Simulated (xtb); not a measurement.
CHCl3, charge +1, doublet, at a GFN2-xTB geometry (a state made from the parent by changing its charge; the spin is typed, not shown lowest); GFN1-xTB run with xtb 6.7.1.

xtb was given this input:
```
$ xtb mol.xyz --gfn 1 --chrg 1 --uhf 1 --json

# file mol.xyz
5

Cl    -0.79809750     1.51930940    -0.07372434
C      0.00488595     0.00306855     0.36216780
Cl    -0.91853468    -1.45078845    -0.04693467
Cl     1.71373432    -0.07034090    -0.09414240
H      0.01994780     0.01252794     1.47861697
```

The log (banner, timings and long lists left out):

```
   ID    Z sym.   atoms
    1   17 Cl     1, 3, 4
    2    6 C      2
    3    1 H      5

           -------------------------------------------------
          |                Calculation Setup                |
           -------------------------------------------------

           -------------------------------------------------
          |                 G F N 1 - x T B                 |
           -------------------------------------------------

          ...................................................
          :                      SETUP                      :
          :.................................................:
          :  # basis functions                  36          :
          :  # atomic orbitals                  33          :
          :  # shells                           13          :
          :  # electrons                        25          :
          :  # halogen bonds                     0          :
          :  max. iterations                   250          :
          :  Hamiltonian                  GFN1-xTB          :
          :  restarted?                      false          :
          :  GBSA solvation                  false          :
          :  PC potential                    false          :
          :  electronic temp.          300.0000000     K    :
          :  accuracy                    1.0000000          :
          :  -> integral cutoff          0.2500000E+02      :
          :  -> integral neglect         0.1000000E-07      :
          :  -> SCF convergence          0.1000000E-05 Eh   :
          :  -> wf. convergence          0.2000000E-04 e    :
          :  Broyden damping             0.4000000          :
          :  net charge                          1          :
          :  unpaired electrons                  1          :
          ...................................................

 iter      E             dE          RMSdq      gap      omega  full diag
   1    -14.8591146 -0.148591E+02  0.511E+00    5.05       0.0  T
   2    -14.8604295 -0.131494E-02  0.294E+00    5.06       1.0  T
   3    -14.8603062  0.123315E-03  0.427E-01    5.00       1.0  T
   4    -14.8606022 -0.295974E-03  0.748E-02    5.03       1.0  T
   5    -14.8606150 -0.128007E-04  0.253E-03    5.03      17.7  T
   6    -14.8606150 -0.220839E-07  0.268E-05    5.03    1669.4  T
   7    -14.8606150 -0.714095E-12  0.207E-05    5.03    2164.5  T

   *** convergence criteria satisfied after 7 iterations ***

         :::::::::::::::::::::::::::::::::::::::::::::::::::::
         ::                     SUMMARY                     ::
         :::::::::::::::::::::::::::::::::::::::::::::::::::::
         :: total energy             -14.830801588365 Eh    ::
         :: gradient norm              0.024285465331 Eh/a0 ::
         :: HOMO-LUMO gap              5.033208309557 eV    ::
         ::.................................................::
         :: SCC energy               -14.860614989637 Eh    ::
         :: -> electrostatic           0.121481658275 Eh    ::
         :: repulsion energy           0.031848927177 Eh    ::
         :: dispersion energy         -0.002035525905 Eh    ::
         :: halogen bond corr.         0.000000000000 Eh    ::
         :: add. restraining           0.000000000000 Eh    ::
         :: total charge               1.000000000046 e     ::
         :::::::::::::::::::::::::::::::::::::::::::::::::::::

           -------------------------------------------------
          |                Property Printout                |
           -------------------------------------------------

    * Orbital Energies and Occupations

         #    Occupation            Energy/Eh            Energy/eV
      -------------------------------------------------------------
         1        2.0000           -1.1613345             -31.6015
         2        2.0000           -1.1613344             -31.6015
         3        2.0000           -1.1610046             -31.5925
         4        2.0000           -0.8835967             -24.0439
         5        2.0000           -0.7990774             -21.7440
         6        2.0000           -0.7784283             -21.1821
         7        2.0000           -0.7784283             -21.1821
         8        2.0000           -0.6864960             -18.6805
         9        2.0000           -0.6864960             -18.6805
        10        2.0000           -0.6741468             -18.3445
        11        2.0000           -0.6741468             -18.3445
        12        1.9905           -0.6681906             -18.1824
        13        1.0096           -0.6593705             -17.9424 (HOMO)
        14                         -0.4744035             -12.9092 (LUMO)
        15                         -0.4229331             -11.5086
        16                         -0.4229331             -11.5086
        17                         -0.3302462              -8.9865
        18                         -0.2923852              -7.9562
        19                         -0.2921743              -7.9505
        20                         -0.2921743              -7.9505
        21                         -0.2898189              -7.8864
        22                         -0.2898189              -7.8864
        23                         -0.2879130              -7.8345
        24                         -0.2869108              -7.8072
       ...                                ...                  ...
        33                          0.0670629               1.8249
      -------------------------------------------------------------
                  HL-Gap            0.1849670 Eh            5.0332 eV
             Fermi-level           -0.6153328 Eh          -16.7441 eV

  Mulliken/CM5 charges         n(s)   n(p)   n(d)
     1Cl    0.22739  0.22329   1.953  4.828 -0.009
     2C     0.16495  0.11964   1.129  2.706  0.000
     3Cl    0.22739  0.22329   1.953  4.828 -0.009
     4Cl    0.22739  0.22329   1.953  4.828 -0.009
     5H     0.15288  0.21048   0.847  0.000  0.000

Wiberg/Mayer (AO) data.
largest (>0.10) Wiberg bond orders for each atom

 ---------------------------------------------------------------------------
     #   Z sym  total        # sym  WBO       # sym  WBO       # sym  WBO
 ---------------------------------------------------------------------------
     1  17 Cl   1.443 --     2 C    1.023     3 Cl   0.190     4 Cl   0.190
     2   6 C    3.935 --     3 Cl   1.023     4 Cl   1.023     1 Cl   1.023
                             5 H    0.867
     3  17 Cl   1.443 --     2 C    1.023     4 Cl   0.190     1 Cl   0.190
     4  17 Cl   1.443 --     2 C    1.023     3 Cl   0.190     1 Cl   0.190
     5   1 H    0.987 --     2 C    0.867
 ---------------------------------------------------------------------------

Topologies differ in total number of bonds
Writing topology from bond orders to xtbtopo.mol

 dipole moment from electron density (au)
     X       Y       Z
   0.0075   0.0047   0.5572  total (Debye):    1.416

           -------------------------------------------------
          | TOTAL ENERGY              -14.830801588365 Eh   |
          | GRADIENT NORM               0.024285465331 Eh/α |
          | HOMO-LUMO GAP               5.033208309557 eV   |
           -------------------------------------------------

normal termination of xtb
```
